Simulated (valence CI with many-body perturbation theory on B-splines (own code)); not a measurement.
**Pd¹³⁺: electric-dipole lines**

Level of theory: configuration interaction combined with many-body perturbation theory (CI+MBPT): five valence electrons over a frozen Dirac-Fock core [Ar] 3d10, radial functions for each j: 9 s, 9 p, 8 d, 6 f, 3 g, 1 h, with the one-electron correlation potential Σ1 (screened to all orders), the two-electron term Σ2, the three-electron term Σ3, Breit, model QED; selected single and double excitations, second order for the rest (own B-spline code, finite nucleus).

No measured spectrum was set against this ion. As an estimate, levels hold to about 250 cm⁻¹ or 0.2 % of their energy and the worst to 1 %, as in measured heavy ions of charge 2 to 7; those with d or f electrons hold less well. Among the levels kept, up to 360 cm⁻¹ of a level comes from second order outside the variational space, and about a tenth of that is noise between levels of different J, which matters for small intervals.

Lines 51 to 100 of 179 in falling wavelength, among levels below 94.484 eV, chosen from the strongest by gf and those to the six lowest levels. Wavelengths and rates use the calculated energies, so an error of 900 cm⁻¹ moves a line at 313.5 Å by 0.28 % and its rate by three times that or more. Electric multipoles are in the length gauge, E1 and E2 with the static RPA response of the core. Weak lines are less certain than strong ones. Lines between different terms over intervals too small for the method are left out, as are lines whose strength nearly cancels. The highest levels of a list are the least certain.

Names give the largest LS component (configuration and term), which can be under half, so a name can repeat, a term be missing and a line seem to break the LS rules; names also repeat where a configuration has a term twice. Letters in brackets count levels of one name in rising energy.

| λ vac (Å) | Upper | Lower | A (s⁻¹) | S (a.u.) with core polarisation | S without |
| --- | --- | --- | --- | --- | --- |
| 313.5 | 4s4p⁴ ²P_3/2 | 4s²4p³ ²P°_3/2 | 1.93e+09 | 1.18e-01 | 1.30e-01 |
| 312.6 | 4p⁵ ²P°_3/2 | 4s4p⁴ ²D_3/2 | 3.52e+09 | 2.12e-01 | 2.34e-01 |
| 311.0 | 4s4p⁴ ²D_3/2 | 4s²4p³ ²D°_5/2 | 2.44e+08 | 1.45e-02 | 1.59e-02 |
| 300.2 | 4s4p⁴ ²D_5/2 | 4s²4p³ ²D°_5/2 | 6.85e+09 | 5.49e-01 | 6.04e-01 |
| 300.1 | 4s4p⁴ ⁴P_3/2 | 4s²4p³ ⁴S°_3/2 | 5.68e+09 | 3.03e-01 | 3.33e-01 |
| 297.3 | 4s4p⁴ ²D_3/2 | 4s²4p³ ²D°_3/2 | 9.81e+09 | 5.09e-01 | 5.59e-01 |
| 295.1 | 4s4p⁴ ⁴P_1/2 | 4s²4p³ ⁴S°_3/2 | 5.79e+09 | 1.47e-01 | 1.61e-01 |
| 289.6 | 4s4p⁴ ²S_1/2 | 4s²4p³ ²P°_1/2 | 9.74e+09 | 2.34e-01 | 2.57e-01 |
| 287.5 | 4s4p⁴ ²D_5/2 | 4s²4p³ ²D°_3/2 | 2.89e+07 | 2.03e-03 | 2.24e-03 |
| 283.4 | 4s4p⁴ ²P_3/2 | 4s²4p³ ²P°_1/2 | 2.15e+09 | 9.64e-02 | 1.06e-01 |
| 282.4 | 4s²4p²4d ⁴F_3/2 | 4s²4p³ ²P°_3/2 | 3.08e+07 | 1.37e-03 | 1.51e-03 |
| 279.6 | 4p⁵ ²P°_3/2 | 4s4p⁴ ⁴P_1/2 | 1.23e+08 | 5.32e-03 | 5.88e-03 |
| 276.4 | 4s4p⁴ ²P_1/2 | 4s²4p³ ²P°_3/2 | 1.90e+10 | 3.95e-01 | 4.34e-01 |
| 275.3 | 4p⁵ ²P°_3/2 | 4s4p⁴ ⁴P_3/2 | 8.61e+08 | 3.55e-02 | 3.89e-02 |
| 274.5 | 4p⁵ ²P°_1/2 | 4s4p⁴ ²D_3/2 | 6.05e+09 | 1.23e-01 | 1.36e-01 |
| 272.7 | 4s²4p²4d ⁴F_5/2 | 4s²4p³ ²P°_3/2 | 3.59e+07 | 2.16e-03 | 2.34e-03 |
| 265.6 | 4s4p⁴ ²D_3/2 | 4s²4p³ ⁴S°_3/2 | 1.32e+09 | 4.88e-02 | 5.35e-02 |
| 265.0 | 4s4p⁴ ²P_3/2 | 4s²4p³ ²D°_5/2 | 2.37e+10 | 8.69e-01 | 9.53e-01 |
| 260.2 | 4s²4p²4d ²F_5/2 | 4s²4p³ ²P°_3/2 | 7.29e+05 | 3.80e-05 | 4.19e-05 |
| 260.1 | 4s4p⁴ ²S_1/2 | 4s²4p³ ²D°_3/2 | 1.51e+10 | 2.62e-01 | 2.87e-01 |
| 257.7 | 4s4p⁴ ²D_5/2 | 4s²4p³ ⁴S°_3/2 | 4.92e+07 | 2.49e-03 | 2.71e-03 |
| 257.7 | 4s²4p²4d ⁴F_3/2 | 4s²4p³ ²P°_1/2 | 1.79e+07 | 6.05e-04 | 6.32e-04 |
| 255.6 | 4p⁵ ²P°_3/2 | 4s4p⁴ ⁴P_5/2 | 1.34e+09 | 4.41e-02 | 4.83e-02 |
| 255.4 | 4s4p³4d ⁶D°_3/2 | 4s4p⁴ ⁴P_1/2 | 1.24e+08 | 4.09e-03 | 4.46e-03 |
| 255.0 | 4s4p⁴ ²P_3/2 | 4s²4p³ ²D°_3/2 | 1.08e+09 | 3.52e-02 | 3.88e-02 |
| 254.8 | 4s²4p²4d ⁴D_1/2 | 4s²4p³ ²P°_3/2 | 3.66e+09 | 5.99e-02 | 6.56e-02 |
| 253.8 | 4s²4p²4d ⁴D_3/2 | 4s²4p³ ²P°_3/2 | 4.09e+08 | 1.32e-02 | 1.45e-02 |
| 252.7 | 4s4p⁴ ²P_1/2 | 4s²4p³ ²P°_1/2 | 1.25e+07 | 2.00e-04 | 2.03e-04 |
| 252.4 | 4s4p³4d ⁶D°_1/2 | 4s4p⁴ ⁴P_3/2 | 5.29e+08 | 8.40e-03 | 9.05e-03 |
| 251.8 | 4s4p³4d ⁶D°_3/2 | 4s4p⁴ ⁴P_3/2 | 1.16e+08 | 3.66e-03 | 3.91e-03 |
| 245.3 | 4p⁵ ²P°_1/2 | 4s4p⁴ ⁴P_3/2 | 5.02e+08 | 7.31e-03 | 8.01e-03 |
| 244.0 | 4s²4p²4d ⁴D_5/2 | 4s²4p³ ²P°_3/2 | 1.44e+08 | 6.21e-03 | 6.82e-03 |
| 242.4 | 4s²4p²4d ⁴F_3/2 | 4s²4p³ ²D°_5/2 | 1.13e+09 | 3.17e-02 | 3.47e-02 |
| 235.5 | 4s4p⁴ ²S_1/2 | 4s²4p³ ⁴S°_3/2 | 2.79e+09 | 3.60e-02 | 3.93e-02 |
| 235.3 | 4s²4p²4d ²P_3/2 [a] | 4s²4p³ ²P°_3/2 | 1.49e+09 | 3.83e-02 | 4.21e-02 |
| 235.3 | 4s²4p²4d ⁴F_5/2 | 4s²4p³ ²D°_5/2 | 3.05e+08 | 1.18e-02 | 1.28e-02 |
| 235.2 | 4s4p³4d ⁶D°_3/2 | 4s4p⁴ ⁴P_5/2 | 7.81e+08 | 2.01e-02 | 2.16e-02 |
| 234.8 | 4s4p³4d ⁶D°_5/2 | 4s4p⁴ ⁴P_5/2 | 7.52e+08 | 2.88e-02 | 3.09e-02 |
| 234.5 | 4s²4p²4d ⁴D_1/2 | 4s²4p³ ²P°_1/2 | 6.75e+08 | 8.60e-03 | 9.43e-03 |
| 234.0 | 4s²4p²4d ⁴F_3/2 | 4s²4p³ ²D°_3/2 | 2.08e+09 | 5.25e-02 | 5.72e-02 |
| 234.0 | 4s4p³4d ⁶D°_7/2 | 4s4p⁴ ⁴P_5/2 | 2.51e+08 | 1.27e-02 | 1.35e-02 |
| 233.6 | 4s²4p²4d ⁴D_3/2 | 4s²4p³ ²P°_1/2 | 5.54e+08 | 1.40e-02 | 1.53e-02 |
| 231.3 | 4s4p⁴ ²P_3/2 | 4s²4p³ ⁴S°_3/2 | 1.37e+09 | 3.34e-02 | 3.67e-02 |
| 229.9 | 4s4p⁴ ²P_1/2 | 4s²4p³ ²D°_3/2 | 3.67e+09 | 4.40e-02 | 4.82e-02 |
| 227.4 | 4s²4p²4d ⁴F_5/2 | 4s²4p³ ²D°_3/2 | 8.04e+07 | 2.80e-03 | 2.94e-03 |
| 225.9 | 4s²4p²4d ²F_5/2 | 4s²4p³ ²D°_5/2 | 1.57e+08 | 5.35e-03 | 5.79e-03 |
| 223.7 | 4s²4p²4d ⁴F_7/2 | 4s²4p³ ²D°_5/2 | 2.91e+08 | 1.29e-02 | 1.38e-02 |
| 223.3 | 4s²4p²4d ⁴P_5/2 | 4s²4p³ ²P°_3/2 | 2.07e+06 | 6.83e-05 | 8.18e-05 |
| 221.0 | 4s²4p²4d ⁴D_3/2 | 4s²4p³ ²D°_5/2 | 8.78e+09 | 1.87e-01 | 2.04e-01 |
| 220.9 | 4s²4p²4d ⁴P_3/2 | 4s²4p³ ²P°_3/2 | 8.27e+08 | 1.76e-02 | 1.91e-02 |
